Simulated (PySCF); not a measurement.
**Ti: excitation energy**

Ti [Ar] 3d2 4s2 (3F) → Ti [Ar] 3d2 4s1 4p1 (high-spin determinant), as a difference of total energies. Calculation: PySCF 2.14, in cc-pVTZ (7s6p4d2f1g, 68 functions); no relativity, point nucleus. Correlated levels: valence: [Ar] frozen. The calculations carry no spin-orbit coupling.

| method | excitation energy (eV) |
| --- | --- |
| UHF | 0.985 |
| MP2 (valence) | 1.663 |
| SCS-MP2 (valence) | 1.900 |
| CCSD (valence) | 1.838 |
| CCSD(T) (valence) | 1.872 |

How much does correlation contribute at CCSD(T) (valence)?

1.872 − (0.985) = 0.887 eV, measured against UHF.

The basis was made for the ground configuration and has no added diffuse functions, so the excitation energy can come out too high.

The determinant of the upper state mixes LS terms, which raises its energy above the lowest term, most at the Hartree-Fock and MP2 levels.
